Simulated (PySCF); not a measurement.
# Computed spin Hamiltonian

C₆H₉N₂ (doublet state).
Geometry (GFN2-xTB, Å), atoms numbered from 1 in this order:
```xyz
17
C6H9N2 angstrom
C      2.0392   -0.0573    0.8309
C      1.4246   -0.3215   -0.4843
C      0.3185    0.4941   -1.0004
C     -1.0918   -0.0828   -0.5830
C     -2.1173    0.6747   -1.2481
N     -2.9215    1.2963   -1.7735
C     -1.2875    0.0299    0.9080
N     -1.4387   -0.8964    1.7345
H      2.0224    1.0062    1.0662
H      3.0673   -0.4161    0.8585
H      1.4987   -0.5736    1.6358
H      1.6556   -1.2485   -0.9834
H      0.3769    1.5184   -0.6252
H      0.3299    0.5165   -2.0936
H     -1.1567   -1.1307   -0.9009
H     -1.2817    1.0429    1.2998
H     -1.4448   -1.8403    1.3487
```

The hyperfine couplings belong to this conformer and change with its torsions.

Identity: `N(/[H])=C/[C@@H](C#N)C[CH]C` [radical].

Computed, not measured: PySCF 2.14.0, UKS B3LYP, pcH-1 on C H N, non-relativistic, mean-field spin-orbit, GIAO. Isolated species at its GFN2-xTB geometry (one conformer only). A GFN2-xTB geometry isn't a minimum of the functional, and hyperfine couplings can be far from their values at a DFT geometry. Stability of the SCF solution: not tested.

| Item | Value |
| --- | --- |
| g1, g2, g3 | 2.00213, 2.00267, 2.00289 |
| g_iso | 2.00256 |
| Form of g | rhombic: the two nearest values differ by 30 % of g3 − g1 |
| ⟨S²⟩ | 0.7539 (exact 0.7500) |
| α and β electrons | 30, 29 |

Isotropic coupling and dipolar principal values T1 to T3, in G (MHz turned into gauss with g_iso; 10 G = 1 mT):

```tsv
atom	isotope	a_iso	T1	T2	T3	Mulliken spin population
C1	13C	-11.7	-1.0	0.1	0.9	-0.08
C2	13C	36.6	-28.5	-28.2	56.8	1.01
C3	13C	-10.6	-0.7	-0.4	1.1	-0.08
C4	13C	33.8	-2.2	-2.1	4.3	0.06
C5	13C	1.6	-0.4	-0.3	0.7	0.00
N6	14N	0.2	-0.2	-0.2	0.4	0.01
C7	13C	-1.0	-0.2	-0.1	0.3	-0.01
N8	14N	0.0	-0.2	-0.1	0.2	0.01
H9	1H	11.0	-1.6	-1.5	3.1	0.01
H10	1H	17.0	-1.7	-1.6	3.3	0.02
H11	1H	58.1	-2.0	-0.9	3.0	0.06
H12	1H	-21.6	-13.5	-0.2	13.7	-0.04
H13	1H	6.8	-1.8	-1.5	3.2	0.01
H14	1H	18.1	-1.9	-1.5	3.4	0.02
H15	1H	-1.2	-2.0	-0.6	2.6	0.00
H16	1H	0.0	-0.6	-0.5	1.1	0.00
H17	1H	-0.1	-0.6	-0.4	0.9	0.00
```

The largest Mulliken spin populations are on C2 (+1.01), C1 (-0.08), C3 (-0.08) and H11 (+0.06). No atom but C2 exceeds +0.15. The positive populations add up to 1.22 and the negative ones to -0.22, together 2S = 1. The angles at C2 add up to 358.8°, so it is planar; its axial dipolar tensor and the negative coupling of its proton fit spin in a p orbital normal to that plane.

Axes: g3 points within 14° of the C2–H12 bond.

Under fast tumbling the dipolar parts average out, and these isotropic splittings remain: 3 × 1H (H9/H10/H11, I = 1/2, 4 lines) with 2.87 mT, 1 × 1H (H12, I = 1/2, 2 lines) with 2.16 mT, 1 × 1H (H14, I = 1/2, 2 lines) with 1.81 mT, 1 × 1H (H13, I = 1/2, 2 lines) with 0.68 mT and 1 × 1H (H15, I = 1/2, 2 lines) with 0.12 mT.

Means are taken over nuclei equivalent by connectivity, which assumes that they swap fast. The three 1H nuclei of mean +80.4 MHz run from 30.8 to 162.7 MHz in the frozen geometry.

The 13C coupling of C2 (102.6 MHz) shows only in satellite lines or after enrichment, since that isotope makes up about 1.07 % of natural carbon.
